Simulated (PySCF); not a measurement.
PySCF job for CH8FNSi2, SMILES FC[SiH2][SiH2]N, TDDFT-PBE/def2-SVPD. Geometry: PBE0-D3(BJ)/def2-SVP. The structure was generated by enumeration, and PubChem lists no compound with its InChIKey, so it may never have been made. One conformer was computed; it need not be the lowest.

```python
import numpy as np
from pyscf import gto, scf, dft, tdscf

mol = gto.M(
    atom='''
    N    -1.56728337    0.25901839    1.36846513
    Si   -1.44670677   -0.38503145   -0.24057822
    Si    0.59308647    0.24478350   -1.24718398
    C     1.74014206    0.46862850    0.27089575
    F     1.47177155   -0.53776404    1.19267868
    H    -0.79074380    0.07794502    1.99759339
    H    -1.92481317    1.19896254    1.49451666
    H    -2.61576174    0.12291040   -1.02198626
    H    -1.49763822   -1.87885501   -0.20239526
    H     0.54502204    1.55833732   -1.96886812
    H     1.16462992   -0.77867816   -2.17892452
    H     1.54086388    1.44274301    0.75133532
    H     2.81331269    0.43508271    0.01866133
    ''',
    basis='def2-SVPD',
    charge=0,
    spin=0,
    max_memory=1600,
    verbose=4,
)
mf = dft.RKS(mol, xc='pbe').density_fit(auxbasis='def2-universal-jkfit')
mf.grids.level = 3
mf.conv_tol = 1e-9
mf.max_cycle = 100
mf.kernel()
mf.grids = dft.Grids(mol).set(level=1).build(with_non0tab=True)  # coarser grid for the response kernel
td = tdscf.TDDFT(mf)
td.singlet = True
td.nstates = 10
td.conv_tol = 1e-4
td.positive_eig_threshold = 1e-6
td.kernel(x0=td.get_init_guess(mf, 15))
td.analyze()
tt = tdscf.TDA(mf)
tt.singlet = False
tt.nstates = 4
tt.conv_tol = 1e-4
tt.positive_eig_threshold = 1e-6
tt.kernel(x0=tt.get_init_guess(mf, 9))
tt.analyze(verbose=3)
```

Log of the run:

```
PySCF version 2.14.0

[INPUT] verbose = 4
[INPUT] num. atoms = 13
[INPUT] num. electrons = 58
[INPUT] charge = 0
[INPUT] spin (= nelec alpha-beta = 2S) = 0
[INPUT] symmetry False subgroup None
[INPUT] Mole.unit = angstrom
[INPUT] Symbol           X                Y                Z      unit          X                Y                Z       unit  Magmom
[INPUT]  1 N     -1.567283370000   0.259018390000   1.368465130000 AA   -2.961736328885   0.489473818326   2.586024306717 Bohr   0.0
[INPUT]  2 Si    -1.446706770000  -0.385031450000  -0.240578220000 AA   -2.733879577854  -0.727603989844  -0.454626947335 Bohr   0.0
[INPUT]  3 Si     0.593086470000   0.244783500000  -1.247183980000 AA    1.120770996485   0.462573774812  -2.356836149145 Bohr   0.0
[INPUT]  4 C      1.740142060000   0.468628500000   0.270895750000 AA    3.288391911236   0.885579519166   0.511918775809 Bohr   0.0
[INPUT]  5 F      1.471771550000  -0.537764040000   1.192678680000 AA    2.781245147427  -1.016226755240   2.253836059808 Bohr   0.0
[INPUT]  6 H     -0.790743800000   0.077945020000   1.997593390000 AA   -1.494289216698   0.147294740574   3.774904415341 Bohr   0.0
[INPUT]  7 H     -1.924813170000   1.198962540000   1.494516660000 AA   -3.637369732256   2.265710834213   2.824227176000 Bohr   0.0
[INPUT]  8 H     -2.615761740000   0.122910400000  -1.021986260000 AA   -4.943073295716   0.232266993861  -1.931274134469 Bohr   0.0
[INPUT]  9 H     -1.497638220000  -1.878855010000  -0.202395260000 AA   -2.830126069481  -3.550521396667  -0.382471610310 Bohr   0.0
[INPUT] 10 H      0.545022040000   1.558337320000  -1.968868120000 AA    1.029942387452   2.944830744489  -3.720621522187 Bohr   0.0
[INPUT] 11 H      1.164629920000  -0.778678160000  -2.178924520000 AA    2.200831585274  -1.471488461580  -4.117570588899 Bohr   0.0
[INPUT] 12 H      1.540863880000   1.442743010000   0.751335320000 AA    2.911810728435   2.726389157031   1.419817982512 Bohr   0.0
[INPUT] 13 H      2.813312690000   0.435082710000   0.018661330000 AA    5.316390486863   0.822187163434   0.035264802820 Bohr   0.0

nuclear repulsion = 299.260590782038
number of shells = 77
number of NR pGTOs = 257
number of NR cGTOs = 175
basis = def2-SVPD
ecp = {}


[settings echo left out]
init E= -775.680326767478
  HOMO = -0.276613959958581  LUMO = -0.0754949784953003  gap/eV = 5.47273
cycle= 1 E= -775.59274385265  delta_E= 0.0876  |g|= 0.59  |ddm|= 4.21
  HOMO = -0.114904187193927  LUMO = -0.023051931045762  gap/eV = 2.49943
cycle= 2 E= -775.330074318807  delta_E= 0.263  |g|= 1.23  |ddm|= 2.87
  HOMO = -0.214258651456604  LUMO = -0.0378575080719736  gap/eV = 4.80012
cycle= 3 E= -775.663681011008  delta_E= -0.334  |g|= 0.11  |ddm|= 2.25
  HOMO = -0.209545167538009  LUMO = -0.0421395364029307  gap/eV = 4.55534
cycle= 4 E= -775.667319444578  delta_E= -0.00364  |g|= 0.0415  |ddm|= 0.273
  HOMO = -0.211750679434947  LUMO = -0.0416573514532121  gap/eV = 4.62848
cycle= 5 E= -775.667720688896  delta_E= -0.000401  |g|= 0.0159  |ddm|= 0.067
  HOMO = -0.210988834572914  LUMO = -0.0414027226821743  gap/eV = 4.61467
cycle= 6 E= -775.667779361953  delta_E= -5.87e-05  |g|= 0.0042  |ddm|= 0.0276
  HOMO = -0.21114889064272  LUMO = -0.0414045543705104  gap/eV = 4.61898
cycle= 7 E= -775.667783294928  delta_E= -3.93e-06  |g|= 0.00137  |ddm|= 0.00697
  HOMO = -0.211132132528197  LUMO = -0.0414060927809774  gap/eV = 4.61848
cycle= 8 E= -775.667783722706  delta_E= -4.28e-07  |g|= 0.000355  |ddm|= 0.0018
  HOMO = -0.211150540812681  LUMO = -0.0414129442365803  gap/eV = 4.61880
cycle= 9 E= -775.667783758554  delta_E= -3.58e-08  |g|= 6.86e-05  |ddm|= 0.000623
  HOMO = -0.211147250268884  LUMO = -0.0414091578231113  gap/eV = 4.61881
cycle= 10 E= -775.667783760023  delta_E= -1.47e-09  |g|= 1.73e-05  |ddm|= 0.000154
  HOMO = -0.211150792888356  LUMO = -0.0414114649759596  gap/eV = 4.61884
cycle= 11 E= -775.667783760107  delta_E= -8.46e-11  |g|= 8.92e-06  |ddm|= 4.96e-05
  HOMO = -0.211148154679516  LUMO = -0.041409992406682  gap/eV = 4.61881
Extra cycle  E= -775.667783760079  delta_E= 2.84e-11  |g|= 1.46e-05  |ddm|= 3.57e-05
converged SCF energy = -775.667783760079
tot grids = 48200
Overwritten attributes  positive_eig_threshold  of <class 'pyscf.tdscf.rks.CasidaTDDFT'>


******** <class 'pyscf.tdscf.rks.CasidaTDDFT'> for <class 'pyscf.df.df_jk.DFRKS'> ********
nstates = 10 singlet
deg_eia_thresh = 1.000e-03
wfnsym = None
conv_tol = 0.0001
eigh lindep = 1e-12
eigh level_shift = 0
eigh max_cycle = 100


Excitation energies (eV)
[4.7847624  5.47440805 5.60233033 6.03920829 6.20240346 6.4092623
 6.5265419  6.67957512 6.75101816 6.81016157]

** Singlet excitation energies and oscillator strengths **
Excited State   1:      4.78476 eV    259.12 nm  f=0.0195
      29 -> 30       -0.69896
Excited State   2:      5.47441 eV    226.48 nm  f=0.0099
      29 -> 31        0.69436
Excited State   3:      5.60233 eV    221.31 nm  f=0.0607
      29 -> 32       -0.68026
      29 -> 33       -0.11238
Excited State   4:      6.03921 eV    205.30 nm  f=0.0255
      28 -> 30        0.18511
      29 -> 33        0.66719
Excited State   5:      6.20240 eV    199.90 nm  f=0.0559
      28 -> 30       -0.66032
      29 -> 33        0.16989
      29 -> 35       -0.10235
Excited State   6:      6.40926 eV    193.45 nm  f=0.0243
      29 -> 34        0.67803
      29 -> 35        0.12099
      29 -> 36        0.11371
Excited State   7:      6.52654 eV    189.97 nm  f=0.0315
      27 -> 30        0.17239
      29 -> 34       -0.12046
      29 -> 35        0.65008
      29 -> 36        0.10695
Excited State   8:      6.67958 eV    185.62 nm  f=0.0218
      29 -> 35        0.12020
      29 -> 36       -0.67601
Excited State   9:      6.75102 eV    183.65 nm  f=0.0178
      27 -> 30       -0.60716
      28 -> 31       -0.11213
      29 -> 35        0.11913
      29 -> 37       -0.28661
Excited State  10:      6.81016 eV    182.06 nm  f=0.0011
      26 -> 30       -0.26963
      28 -> 31       -0.57010
      29 -> 37        0.29494

** Transition electric dipole moments (AU) **
state          X           Y           Z        Dip. S.      Osc.
  1         0.1109      0.0551     -0.3885      0.1663      0.0195
  2        -0.1192      0.2208      0.1030      0.0736      0.0099
  3        -0.5100     -0.1509      0.3995      0.4425      0.0607
  4        -0.2848     -0.0476      0.2988      0.1727      0.0255
  5        -0.5869     -0.1494      0.0296      0.3677      0.0559
  6         0.2857      0.0436     -0.2668      0.1547      0.0243
  7        -0.3458     -0.2778      0.0113      0.1969      0.0315
  8         0.2406     -0.0824     -0.2615      0.1331      0.0218
  9        -0.2607     -0.0605      0.1891      0.1074      0.0178
 10         0.0640     -0.0016      0.0524      0.0068      0.0011

** Transition velocity dipole moments (imaginary part, AU) **
state          X           Y           Z        Dip. S.      Osc.
  1         0.0159      0.0076     -0.0709      0.0053      0.0202
  2        -0.0232      0.0489      0.0192      0.0033      0.0109
  3        -0.1066     -0.0310      0.0847      0.0195      0.0631
  4        -0.0670     -0.0133      0.0672      0.0092      0.0276
  5        -0.1377     -0.0364      0.0062      0.0203      0.0594
  6         0.0695      0.0093     -0.0637      0.0090      0.0254
  7        -0.0888     -0.0692      0.0045      0.0127      0.0353
  8         0.0635     -0.0198     -0.0651      0.0087      0.0235
  9        -0.0638     -0.0163      0.0481      0.0066      0.0179
 10         0.0148      0.0006      0.0124      0.0004      0.0010

** Transition magnetic dipole moments (imaginary part, AU) **
state          X           Y           Z
  1         0.4881     -0.4247      0.1693
  2        -0.6184     -0.0334     -0.2934
  3         0.3025     -0.7109      0.0273
  4         0.0669     -0.4606      0.0688
  5         0.3458     -0.8545     -0.0536
  6        -0.0499      0.3602     -0.1738
  7         0.0823      0.0661     -0.1154
  8         0.0581      0.2302     -0.1638
  9        -0.3136      0.3306     -0.1159
 10        -0.2355      0.1159     -0.0464
Overwritten attributes  positive_eig_threshold  of <class 'pyscf.tdscf.rks.TDA'>


******** <class 'pyscf.tdscf.rks.TDA'> for <class 'pyscf.df.df_jk.DFRKS'> ********
nstates = 4 triplet
deg_eia_thresh = 1.000e-03
wfnsym = None
conv_tol = 0.0001
eigh lindep = 1e-12
eigh level_shift = 0
eigh max_cycle = 100


Excitation energies (eV)
[4.3958617  5.05849367 5.24602646 5.83361042]

** Triplet excitation energies and oscillator strengths **
Excited State   1:      4.39586 eV    282.05 nm  f=0.0000
Excited State   2:      5.05849 eV    245.10 nm  f=0.0000
Excited State   3:      5.24603 eV    236.34 nm  f=0.0000
Excited State   4:      5.83361 eV    212.53 nm  f=0.0000
```

The run converged.
